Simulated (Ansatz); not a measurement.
Isolated molecules relaxed with PBE0-D4/def2-TZVP in Ansatz; ΔE leaves out vibrations. CCSD(T)/CBS adds triple-zeta CCSD(T) − MP2 to the extrapolated MP2 energy (def2 sets, frozen cores). This one scheme is used for every species. DFT in def2-TZVPP. def2 core potentials past Kr. For Sn outer-core shells are correlated without core-valence functions, which leaves a few kJ/mol of doubt a bond. Each species was taken in one conformer, which may not be the lowest.

`O[SiH](F)[O][SnH3]` + `CCS` → `CC[S][SnH3]` + `O[SiH](O)F`  (ligand exchange at the Sn–O bond)

CCSD(T)/CBS gives -14.0 kJ/mol.

(1) Another level gave -20.2 kJ/mol. Which?
A. PBE0/def2-TZVPP
B. r2SCAN-D4/def2-TZVPP
C. B2PLYP/def2-TZVPP
D. HF/def2-TZVPP

Largest T1 diagnostic among the species: 0.013.

Answers

(1) A. PBE0 -20.2, B2PLYP -10.1, r2SCAN-D4 -15.2, HF/def2-TZVPP -0.2 kJ/mol.

The D4 term adds −3.5 kJ/mol with B3LYP and −1.9 kJ/mol with PBE0; it sums over pairs of atoms, weighted by their polarisabilities, and B3LYP, whose exchange is more repulsive, gets the larger term. In def2-TZVPP, CCSD(T) changes the Hartree–Fock value by −11.0 kJ/mol (the triples alone add −2.1 kJ/mol) and MP2 by −16.7 kJ/mol.

CCSD(T)/CBS has its own doubt, a few kJ/mol and more with outer-core shells, so smaller differences from it don't rank the levels.

B3LYP here is the variant with VWN-RPA as its local correlation; programs differ in this.
